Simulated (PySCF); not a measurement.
Simulation results for BH4Si

Calculation on a computer-drawn molecule: vertical ionisation energy to the stated ion spin, frozen-core CCSD(T) at the basis limit and cheaper methods, single-reference cases, UHF for radicals, no spin-orbit; all values are single points at the evaluated structure, the first of each entry, which is the reference or a displaced copy of it and isn't optimised; the reference structure only sets the zero of the energies above reference; triples share is (T) over the correlation energy. Program: PySCF 2.14.0.

Common to all runs: charge 0; multiplicity 2; ion multiplicity 1; diffuse functions no; basis cc-pV(n+d)Z; reference is the Hartree-Fock double-zeta minimum; best is HF at quadruple zeta + MP2 correlation extrapolated from triple and quadruple zeta + CCSD(T) minus MP2 at triple zeta; basis step is the size of the change from the same recipe one zeta lower.

(1) 
```xyz
6
formula=BH4Si ionisation_energy_best=8.453 ionisation_energy_basis_step=0.02604 energy_above_reference_best=1.578 energy_above_reference_basis_step=0.05388 total_energy_HF_triple_zeta=-315.8964 total_energy_CCSD(T)_triple_zeta=-316.1575 total_energy_best=-316.1871 T1_diagnostic_at_triple_zeta=0.01647 D1_diagnostic_at_triple_zeta=0.05426 spin_squared_at_triple_zeta=0.7644 ion_T1_diagnostic_at_triple_zeta=0.009131 ion_D1_diagnostic_at_triple_zeta=0.01679 triples_share_at_triple_zeta=0.03223 basis_functions_triple_zeta=125 dipole_magnitude_HF_at_triple_zeta=0.8955 dipole_magnitude_CCSD_unrelaxed_at_triple_zeta=1.12 dipole_magnitude_PBE_at_triple_zeta=1.256 dipole_magnitude_r2SCAN_at_triple_zeta=1.167 dipole_magnitude_B3LYP_at_triple_zeta=1.21 dipole_magnitude_wB97X_at_triple_zeta=1.129
B      0.4786     1.5204    -0.8384
Si    -0.5761     1.3760    -2.4647
H      1.0745     2.5325    -0.5892
H      0.4144     0.6275     0.0365
H     -0.4854     2.4301    -3.4966
H     -1.3758     0.2354    -2.8585
```

Units: ionisation_energy_best, ionisation_energy_basis_step in eV; energy_above_reference_best, energy_above_reference_basis_step in kcal/mol; total_energy_HF_triple_zeta, total_energy_CCSD(T)_triple_zeta, total_energy_best in hartree; dipole_magnitude_HF_at_triple_zeta, dipole_magnitude_CCSD_unrelaxed_at_triple_zeta, dipole_magnitude_PBE_at_triple_zeta, dipole_magnitude_r2SCAN_at_triple_zeta, dipole_magnitude_B3LYP_at_triple_zeta, dipole_magnitude_wB97X_at_triple_zeta in debye.

Reference structure:
```xyz
6
BH4Si
B      0.4462     1.5611    -0.7666
Si    -0.5326     1.3831    -2.4426
H      1.0906     2.5478    -0.5507
H      0.4040     0.6841     0.0484
H     -0.5437     2.4050    -3.5076
H     -1.3536     0.2101    -2.8014
```

Drawn bonds:
| atom | other atom | order |
| --- | --- | --- |
| 1 | 2 | 1 |
| 1 | 3 | 1 |
| 1 | 4 | 1 |
| 2 | 5 | 1 |
| 2 | 6 | 1 |

Triple zeta:
| method | ionisation energy (eV) | energy above reference (kcal/mol) |
| --- | --- | --- |
| HF | 7.706 | 1.651 |
| PBE | 8.708 | 1.52 |
| r2SCAN | 8.793 | 1.596 |
| B3LYP | 8.569 | 1.664 |
| wB97X | 8.388 | 1.547 |
| MP2 | 8.33 | 1.651 |
| CCSD | 8.335 | 1.588 |
| CCSD(T) | 8.407 | 1.578 |

(2) 
```xyz
6
formula=BH4Si ionisation_energy_best=8.457 ionisation_energy_basis_step=0.02591 energy_above_reference_best=1.772 energy_above_reference_basis_step=0.06737 total_energy_HF_triple_zeta=-315.8961 total_energy_CCSD(T)_triple_zeta=-316.1573 total_energy_best=-316.1868 T1_diagnostic_at_triple_zeta=0.01648 D1_diagnostic_at_triple_zeta=0.05418 spin_squared_at_triple_zeta=0.7644 ion_T1_diagnostic_at_triple_zeta=0.009169 ion_D1_diagnostic_at_triple_zeta=0.01682 triples_share_at_triple_zeta=0.0323 basis_functions_triple_zeta=125 dipole_magnitude_HF_at_triple_zeta=0.9177 dipole_magnitude_CCSD_unrelaxed_at_triple_zeta=1.138 dipole_magnitude_PBE_at_triple_zeta=1.272 dipole_magnitude_r2SCAN_at_triple_zeta=1.186 dipole_magnitude_B3LYP_at_triple_zeta=1.228 dipole_magnitude_wB97X_at_triple_zeta=1.148
B      0.4786     1.5204    -0.8384
Si    -0.5761     1.3760    -2.4647
H      1.0839     2.5485    -0.5853
H      0.4144     0.6275     0.0365
H     -0.4854     2.4301    -3.4966
H     -1.3758     0.2354    -2.8585
```

Units: ionisation_energy_best, ionisation_energy_basis_step in eV; energy_above_reference_best, energy_above_reference_basis_step in kcal/mol; total_energy_HF_triple_zeta, total_energy_CCSD(T)_triple_zeta, total_energy_best in hartree; dipole_magnitude_HF_at_triple_zeta, dipole_magnitude_CCSD_unrelaxed_at_triple_zeta, dipole_magnitude_PBE_at_triple_zeta, dipole_magnitude_r2SCAN_at_triple_zeta, dipole_magnitude_B3LYP_at_triple_zeta, dipole_magnitude_wB97X_at_triple_zeta in debye.

Reference structure:
```xyz
6
BH4Si
B      0.4462     1.5611    -0.7666
Si    -0.5326     1.3831    -2.4426
H      1.0906     2.5478    -0.5507
H      0.4040     0.6841     0.0484
H     -0.5437     2.4050    -3.5076
H     -1.3536     0.2101    -2.8014
```

Drawn bonds:
| atom | other atom | order |
| --- | --- | --- |
| 1 | 2 | 1 |
| 1 | 3 | 1 |
| 1 | 4 | 1 |
| 2 | 5 | 1 |
| 2 | 6 | 1 |

Triple zeta:
| method | ionisation energy (eV) | energy above reference (kcal/mol) |
| --- | --- | --- |
| HF | 7.711 | 1.893 |
| PBE | 8.712 | 1.625 |
| r2SCAN | 8.797 | 1.773 |
| B3LYP | 8.573 | 1.883 |
| wB97X | 8.392 | 1.729 |
| MP2 | 8.334 | 1.875 |
| CCSD | 8.339 | 1.783 |
| CCSD(T) | 8.411 | 1.758 |

(3) 
```xyz
6
formula=BH4Si ionisation_energy_best=8.487 ionisation_energy_basis_step=0.02509 energy_above_reference_best=7.113 energy_above_reference_basis_step=0.1512 total_energy_HF_triple_zeta=-315.8867 total_energy_CCSD(T)_triple_zeta=-316.1489 total_energy_best=-316.1782 T1_diagnostic_at_triple_zeta=0.01657 D1_diagnostic_at_triple_zeta=0.0536 spin_squared_at_triple_zeta=0.7643 ion_T1_diagnostic_at_triple_zeta=0.009538 ion_D1_diagnostic_at_triple_zeta=0.01775 triples_share_at_triple_zeta=0.03288 basis_functions_triple_zeta=125 dipole_magnitude_HF_at_triple_zeta=1.104 dipole_magnitude_CCSD_unrelaxed_at_triple_zeta=1.284 dipole_magnitude_PBE_at_triple_zeta=1.403 dipole_magnitude_r2SCAN_at_triple_zeta=1.336 dipole_magnitude_B3LYP_at_triple_zeta=1.374 dipole_magnitude_wB97X_at_triple_zeta=1.305
B      0.4786     1.5204    -0.8384
Si    -0.5761     1.3760    -2.4647
H      1.1499     2.6606    -0.5577
H      0.4144     0.6275     0.0365
H     -0.4854     2.4301    -3.4966
H     -1.3758     0.2354    -2.8585
```

Units: ionisation_energy_best, ionisation_energy_basis_step in eV; energy_above_reference_best, energy_above_reference_basis_step in kcal/mol; total_energy_HF_triple_zeta, total_energy_CCSD(T)_triple_zeta, total_energy_best in hartree; dipole_magnitude_HF_at_triple_zeta, dipole_magnitude_CCSD_unrelaxed_at_triple_zeta, dipole_magnitude_PBE_at_triple_zeta, dipole_magnitude_r2SCAN_at_triple_zeta, dipole_magnitude_B3LYP_at_triple_zeta, dipole_magnitude_wB97X_at_triple_zeta in debye.

Reference structure:
```xyz
6
BH4Si
B      0.4462     1.5611    -0.7666
Si    -0.5326     1.3831    -2.4426
H      1.0906     2.5478    -0.5507
H      0.4040     0.6841     0.0484
H     -0.5437     2.4050    -3.5076
H     -1.3536     0.2101    -2.8014
```

Drawn bonds:
| atom | other atom | order |
| --- | --- | --- |
| 1 | 2 | 1 |
| 1 | 3 | 1 |
| 1 | 4 | 1 |
| 2 | 5 | 1 |
| 2 | 6 | 1 |

Triple zeta:
| method | ionisation energy (eV) | energy above reference (kcal/mol) |
| --- | --- | --- |
| HF | 7.747 | 7.763 |
| PBE | 8.737 | 6.336 |
| r2SCAN | 8.827 | 6.994 |
| B3LYP | 8.601 | 7.337 |
| wB97X | 8.423 | 7.08 |
| MP2 | 8.366 | 7.533 |
| CCSD | 8.369 | 7.159 |
| CCSD(T) | 8.442 | 7.02 |

(4) 
```xyz
6
formula=BH4Si ionisation_energy_best=8.414 ionisation_energy_basis_step=0.02614 energy_above_reference_best=0.05198 energy_above_reference_basis_step=0.01078 total_energy_HF_triple_zeta=-315.8990 total_energy_CCSD(T)_triple_zeta=-316.1600 total_energy_best=-316.1895 T1_diagnostic_at_triple_zeta=0.01648 D1_diagnostic_at_triple_zeta=0.05374 spin_squared_at_triple_zeta=0.7646 ion_T1_diagnostic_at_triple_zeta=0.009013 ion_D1_diagnostic_at_triple_zeta=0.01676 triples_share_at_triple_zeta=0.03219 basis_functions_triple_zeta=125 dipole_magnitude_HF_at_triple_zeta=0.7071 dipole_magnitude_CCSD_unrelaxed_at_triple_zeta=0.9644 dipole_magnitude_PBE_at_triple_zeta=1.114 dipole_magnitude_r2SCAN_at_triple_zeta=1.014 dipole_magnitude_B3LYP_at_triple_zeta=1.056 dipole_magnitude_wB97X_at_triple_zeta=0.9704
B      0.4526     1.5602    -0.7620
Si    -0.5326     1.3922    -2.4417
H      1.0891     2.5469    -0.5545
H      0.4133     0.6783     0.0473
H     -0.5410     2.4036    -3.5063
H     -1.3519     0.2108    -2.8016
```

Units: ionisation_energy_best, ionisation_energy_basis_step in eV; energy_above_reference_best, energy_above_reference_basis_step in kcal/mol; total_energy_HF_triple_zeta, total_energy_CCSD(T)_triple_zeta, total_energy_best in hartree; dipole_magnitude_HF_at_triple_zeta, dipole_magnitude_CCSD_unrelaxed_at_triple_zeta, dipole_magnitude_PBE_at_triple_zeta, dipole_magnitude_r2SCAN_at_triple_zeta, dipole_magnitude_B3LYP_at_triple_zeta, dipole_magnitude_wB97X_at_triple_zeta in debye.

Reference structure:
```xyz
6
BH4Si
B      0.4462     1.5611    -0.7666
Si    -0.5326     1.3831    -2.4426
H      1.0906     2.5478    -0.5507
H      0.4040     0.6841     0.0484
H     -0.5437     2.4050    -3.5076
H     -1.3536     0.2101    -2.8014
```

Drawn bonds:
| atom | other atom | order |
| --- | --- | --- |
| 1 | 2 | 1 |
| 1 | 3 | 1 |
| 1 | 4 | 1 |
| 2 | 5 | 1 |
| 2 | 6 | 1 |

Triple zeta:
| method | ionisation energy (eV) | energy above reference (kcal/mol) |
| --- | --- | --- |
| HF | 7.66 | 0.01729 |
| PBE | 8.672 | 0.07735 |
| r2SCAN | 8.754 | 0.06718 |
| B3LYP | 8.53 | 0.0482 |
| wB97X | 8.348 | 0.08114 |
| MP2 | 8.289 | 0.04854 |
| CCSD | 8.295 | 0.04739 |
| CCSD(T) | 8.368 | 0.04727 |

(5) 
```xyz
6
formula=BH4Si ionisation_energy_best=8.486 ionisation_energy_basis_step=0.02515 energy_above_reference_best=2.73 energy_above_reference_basis_step=0.1302 total_energy_HF_triple_zeta=-315.8935 total_energy_CCSD(T)_triple_zeta=-316.1558 total_energy_best=-316.1852 T1_diagnostic_at_triple_zeta=0.01632 D1_diagnostic_at_triple_zeta=0.05151 spin_squared_at_triple_zeta=0.7643 ion_T1_diagnostic_at_triple_zeta=0.009403 ion_D1_diagnostic_at_triple_zeta=0.0175 triples_share_at_triple_zeta=0.03287 basis_functions_triple_zeta=125 dipole_magnitude_HF_at_triple_zeta=0.8021 dipole_magnitude_CCSD_unrelaxed_at_triple_zeta=1.028 dipole_magnitude_PBE_at_triple_zeta=1.148 dipole_magnitude_r2SCAN_at_triple_zeta=1.071 dipole_magnitude_B3LYP_at_triple_zeta=1.101 dipole_magnitude_wB97X_at_triple_zeta=1.044
B      0.4722     1.5893    -0.7131
Si    -0.4883     1.4310    -2.3832
H      1.1913     2.6373    -0.5402
H      0.3971     0.6604     0.0907
H     -0.4681     2.4371    -3.4774
H     -1.3796     0.2691    -2.7490
```

Units: ionisation_energy_best, ionisation_energy_basis_step in eV; energy_above_reference_best, energy_above_reference_basis_step in kcal/mol; total_energy_HF_triple_zeta, total_energy_CCSD(T)_triple_zeta, total_energy_best in hartree; dipole_magnitude_HF_at_triple_zeta, dipole_magnitude_CCSD_unrelaxed_at_triple_zeta, dipole_magnitude_PBE_at_triple_zeta, dipole_magnitude_r2SCAN_at_triple_zeta, dipole_magnitude_B3LYP_at_triple_zeta, dipole_magnitude_wB97X_at_triple_zeta in debye.

Reference structure:
```xyz
6
BH4Si
B      0.4462     1.5611    -0.7666
Si    -0.5326     1.3831    -2.4426
H      1.0906     2.5478    -0.5507
H      0.4040     0.6841     0.0484
H     -0.5437     2.4050    -3.5076
H     -1.3536     0.2101    -2.8014
```

Drawn bonds:
| atom | other atom | order |
| --- | --- | --- |
| 1 | 2 | 1 |
| 1 | 3 | 1 |
| 1 | 4 | 1 |
| 2 | 5 | 1 |
| 2 | 6 | 1 |

Triple zeta:
| method | ionisation energy (eV) | energy above reference (kcal/mol) |
| --- | --- | --- |
| HF | 7.737 | 3.464 |
| PBE | 8.739 | 1.869 |
| r2SCAN | 8.827 | 2.522 |
| B3LYP | 8.6 | 2.837 |
| wB97X | 8.424 | 2.651 |
| MP2 | 8.366 | 3.047 |
| CCSD | 8.367 | 2.815 |
| CCSD(T) | 8.441 | 2.677 |

(6) 
```xyz
6
formula=BH4Si ionisation_energy_best=8.617 ionisation_energy_basis_step=0.02412 energy_above_reference_best=3.843 energy_above_reference_basis_step=0.06146 total_energy_HF_triple_zeta=-315.8913 total_energy_CCSD(T)_triple_zeta=-316.1539 total_energy_best=-316.1835 T1_diagnostic_at_triple_zeta=0.01568 D1_diagnostic_at_triple_zeta=0.04659 spin_squared_at_triple_zeta=0.764 ion_T1_diagnostic_at_triple_zeta=0.009524 ion_D1_diagnostic_at_triple_zeta=0.01796 triples_share_at_triple_zeta=0.03258 basis_functions_triple_zeta=125 dipole_magnitude_HF_at_triple_zeta=0.6278 dipole_magnitude_CCSD_unrelaxed_at_triple_zeta=0.8508 dipole_magnitude_PBE_at_triple_zeta=0.934 dipole_magnitude_r2SCAN_at_triple_zeta=0.8567 dipole_magnitude_B3LYP_at_triple_zeta=0.8902 dipole_magnitude_wB97X_at_triple_zeta=0.8539
B      0.3923     1.4804    -0.7467
Si    -0.5131     1.4155    -2.3962
H      1.0781     2.4734    -0.5658
H      0.3918     0.6535     0.0549
H     -0.5518     2.4379    -3.5365
H     -1.4132     0.2203    -2.8744
```

Units: ionisation_energy_best, ionisation_energy_basis_step in eV; energy_above_reference_best, energy_above_reference_basis_step in kcal/mol; total_energy_HF_triple_zeta, total_energy_CCSD(T)_triple_zeta, total_energy_best in hartree; dipole_magnitude_HF_at_triple_zeta, dipole_magnitude_CCSD_unrelaxed_at_triple_zeta, dipole_magnitude_PBE_at_triple_zeta, dipole_magnitude_r2SCAN_at_triple_zeta, dipole_magnitude_B3LYP_at_triple_zeta, dipole_magnitude_wB97X_at_triple_zeta in debye.

Reference structure:
```xyz
6
BH4Si
B      0.4462     1.5611    -0.7666
Si    -0.5326     1.3831    -2.4426
H      1.0906     2.5478    -0.5507
H      0.4040     0.6841     0.0484
H     -0.5437     2.4050    -3.5076
H     -1.3536     0.2101    -2.8014
```

Drawn bonds:
| atom | other atom | order |
| --- | --- | --- |
| 1 | 2 | 1 |
| 1 | 3 | 1 |
| 1 | 4 | 1 |
| 2 | 5 | 1 |
| 2 | 6 | 1 |

Triple zeta:
| method | ionisation energy (eV) | energy above reference (kcal/mol) |
| --- | --- | --- |
| HF | 7.877 | 4.905 |
| PBE | 8.865 | 2.827 |
| r2SCAN | 8.955 | 3.32 |
| B3LYP | 8.73 | 3.533 |
| wB97X | 8.562 | 3.552 |
| MP2 | 8.503 | 4.117 |
| CCSD | 8.501 | 3.978 |
| CCSD(T) | 8.573 | 3.879 |

(7) 
```xyz
6
formula=BH4Si ionisation_energy_best=8.605 ionisation_energy_basis_step=0.02453 energy_above_reference_best=7.476 energy_above_reference_basis_step=0.02571 total_energy_HF_triple_zeta=-315.8855 total_energy_CCSD(T)_triple_zeta=-316.1480 total_energy_best=-316.1777 T1_diagnostic_at_triple_zeta=0.0157 D1_diagnostic_at_triple_zeta=0.04694 spin_squared_at_triple_zeta=0.764 ion_T1_diagnostic_at_triple_zeta=0.009432 ion_D1_diagnostic_at_triple_zeta=0.01787 triples_share_at_triple_zeta=0.03233 basis_functions_triple_zeta=125 dipole_magnitude_HF_at_triple_zeta=0.5534 dipole_magnitude_CCSD_unrelaxed_at_triple_zeta=0.791 dipole_magnitude_PBE_at_triple_zeta=0.8822 dipole_magnitude_r2SCAN_at_triple_zeta=0.7978 dipole_magnitude_B3LYP_at_triple_zeta=0.8332 dipole_magnitude_wB97X_at_triple_zeta=0.792
B      0.3923     1.4804    -0.7467
Si    -0.5131     1.4155    -2.3962
H      1.0781     2.4734    -0.5658
H      0.3918     0.7059     0.0041
H     -0.5518     2.4379    -3.5365
H     -1.4132     0.2203    -2.8744
```

Units: ionisation_energy_best, ionisation_energy_basis_step in eV; energy_above_reference_best, energy_above_reference_basis_step in kcal/mol; total_energy_HF_triple_zeta, total_energy_CCSD(T)_triple_zeta, total_energy_best in hartree; dipole_magnitude_HF_at_triple_zeta, dipole_magnitude_CCSD_unrelaxed_at_triple_zeta, dipole_magnitude_PBE_at_triple_zeta, dipole_magnitude_r2SCAN_at_triple_zeta, dipole_magnitude_B3LYP_at_triple_zeta, dipole_magnitude_wB97X_at_triple_zeta in debye.

Reference structure:
```xyz
6
BH4Si
B      0.4462     1.5611    -0.7666
Si    -0.5326     1.3831    -2.4426
H      1.0906     2.5478    -0.5507
H      0.4040     0.6841     0.0484
H     -0.5437     2.4050    -3.5076
H     -1.3536     0.2101    -2.8014
```

Drawn bonds:
| atom | other atom | order |
| --- | --- | --- |
| 1 | 2 | 1 |
| 1 | 3 | 1 |
| 1 | 4 | 1 |
| 2 | 5 | 1 |
| 2 | 6 | 1 |

Triple zeta:
| method | ionisation energy (eV) | energy above reference (kcal/mol) |
| --- | --- | --- |
| HF | 7.862 | 8.497 |
| PBE | 8.856 | 6.784 |
| r2SCAN | 8.944 | 7.01 |
| B3LYP | 8.72 | 7.025 |
| wB97X | 8.549 | 7.281 |
| MP2 | 8.489 | 7.715 |
| CCSD | 8.488 | 7.647 |
| CCSD(T) | 8.56 | 7.594 |

(8) 
```xyz
6
formula=BH4Si
B      0.3923     1.4804    -0.7467
Si    -0.5131     1.4155    -2.3962
H      1.0781     2.4734    -0.5658
H      0.3918     0.5982     0.1085
H     -0.5518     2.4379    -3.5365
H     -1.4132     0.2203    -2.8744
```

Reference structure:
```xyz
6
BH4Si
B      0.4462     1.5611    -0.7666
Si    -0.5326     1.3831    -2.4426
H      1.0906     2.5478    -0.5507
H      0.4040     0.6841     0.0484
H     -0.5437     2.4050    -3.5076
H     -1.3536     0.2101    -2.8014
```

Drawn bonds:
| atom | other atom | order |
| --- | --- | --- |
| 1 | 2 | 1 |
| 1 | 3 | 1 |
| 1 | 4 | 1 |
| 2 | 5 | 1 |
| 2 | 6 | 1 |

## Withheld values
1. BH4Si (entry 8): total energy best?
2. BH4Si (entry 8): dipole magnitude PBE at triple zeta?
3. Give the table of triple zeta values for BH4Si (entry 8).

Answers
1. -316.1834 hartree
2. 0.9995 debye
3. 
Triple zeta:
| method | ionisation energy (eV) | energy above reference (kcal/mol) |
| --- | --- | --- |
| HF | 7.894 | 5.116 |
| PBE | 8.877 | 2.509 |
| r2SCAN | 8.969 | 3.296 |
| B3LYP | 8.743 | 3.679 |
| wB97X | 8.576 | 3.537 |
| MP2 | 8.519 | 4.267 |
| CCSD | 8.516 | 4.016 |
| CCSD(T) | 8.588 | 3.86 |

Further results for BH4Si (entry 8):

| Item | Value |
| --- | --- |
| ionisation energy best | 8.632 eV |
| ionisation energy basis step | 0.02368 eV |
| energy above reference best | 3.886 kcal/mol |
| energy above reference basis step | 0.1134 kcal/mol |
| total energy HF triple zeta | -315.8909 hartree |
| total energy CCSD(T) triple zeta | -316.1539 hartree |
| T1 diagnostic at triple zeta | 0.01568 |
| D1 diagnostic at triple zeta | 0.04619 |
| spin squared at triple zeta | 0.764 |
| ion T1 diagnostic at triple zeta | 0.009662 |
| ion D1 diagnostic at triple zeta | 0.01824 |
| triples share at triple zeta | 0.03288 |
| basis functions triple zeta | 125 |
| dipole magnitude HF at triple zeta | 0.7237 debye |
| dipole magnitude CCSD unrelaxed at triple zeta | 0.9255 debye |
| dipole magnitude r2SCAN at triple zeta | 0.9317 debye |
| dipole magnitude B3LYP at triple zeta | 0.9632 debye |
| dipole magnitude wB97X at triple zeta | 0.9323 debye |
